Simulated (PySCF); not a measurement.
A PySCF script (with the pyscf-properties extension) for the NMR shieldings of `C=C[P+]1([Al-]([CH3])([CH3])[CH3])C=C1`, C$_{7}$H$_{14}$AlP, on a GFN2-xTB geometry:

```python
import basis_set_exchange as bse
import numpy as np
from pyscf import gto, dft
from pyscf.prop import nmr

atoms = """
C     2.412756   -1.554403    1.462810
C     2.404400   -0.374200    0.860271
P     0.938939    0.703493    0.879442
Al   -1.304335   -0.166299   -0.140621
C    -1.804340   -1.312930    1.420412
C    -2.103236    1.667989   -0.255326
C    -0.571076   -1.091704   -1.763131
C     1.167487    1.609323   -0.708434
C     1.626580    2.303780    0.295147
H     3.273714   -2.203833    1.453087
H     1.542910   -1.916623    1.986681
H     3.275644   -0.002725    0.331122
H    -1.772156   -0.777587    2.376440
H    -2.825163   -1.699414    1.327231
H    -1.164644   -2.195154    1.536000
H    -1.806407    2.270926   -1.119948
H    -3.196853    1.612932   -0.291992
H    -1.867872    2.266119    0.634260
H    -1.154491   -1.997708   -1.963809
H     0.466415   -1.429061   -1.644661
H    -0.604735   -0.505578   -2.688320
H     0.987812    1.597503   -1.761406
H     2.073901    3.222139    0.605951
"""
names = dict.fromkeys(["C", "P", "Al", "H"], "pcSseg-1")
basis = {el: gto.basis.parse(bse.get_basis(n, elements=[el], fmt="nwchem")) for el, n in names.items()}
mol = gto.M(atom=atoms, basis=basis, charge=0, verbose=0)
mf = dft.RKS(mol, xc="PBE0")
mf.grids.level = 2
mf.grids.alignment = dft.numint.BLKSIZE   # the property module wants whole blocks of grid points
mf.conv_tol = 1e-9
mf.kernel()

calc = nmr.RKS(mf)   # GIAO
C = mf.mo_coeff
Co = C[:, mf.mo_occ > 0]
resp = mf.gen_response(singlet=True, hermi=2)
def vind(x):   # induced exchange potential for any number of trial vectors
    d = np.einsum("pi,xij,qj->xpq", C, 2 * x.reshape(-1, C.shape[1], Co.shape[1]), Co, optimize=True)
    return np.einsum("xpq,pi,qj->xij", resp(d - d.transpose(0, 2, 1)), C, Co, optimize=True).ravel()
mo1, _ = nmr.rhf.solve_mo1(calc, with_cphf=vind)
sigma = calc.kernel(mo1)
for i, s in enumerate(sigma):   # ppm
    print("%2d %-2s %9.2f" % (i, mol.atom_pure_symbol(i), np.trace(s) / 3))
```

**Question.** What does it print?

**Answer.** 
```
 0 C      47.10
 1 C      30.66
 2 P     556.73
 3 Al    347.92
 4 C     188.50
 5 C     193.38
 6 C     193.06
 7 C      48.30
 8 C      61.34
 9 H      25.55
10 H      25.21
11 H      26.16
12 H      31.83
13 H      31.99
14 H      31.78
15 H      32.39
16 H      32.21
17 H      32.72
18 H      31.95
19 H      31.73
20 H      31.89
21 H      23.27
22 H      23.65
```

These numbers come from an equivalent density-fitted implementation of the same equations, which agrees with the script to about 0.01 ppm for H and up to a few tenths of a ppm for heavy atoms, so last digits may differ.

Size and cost of the density-fitted run: 237 basis functions, roughly 2.3 core-minutes.
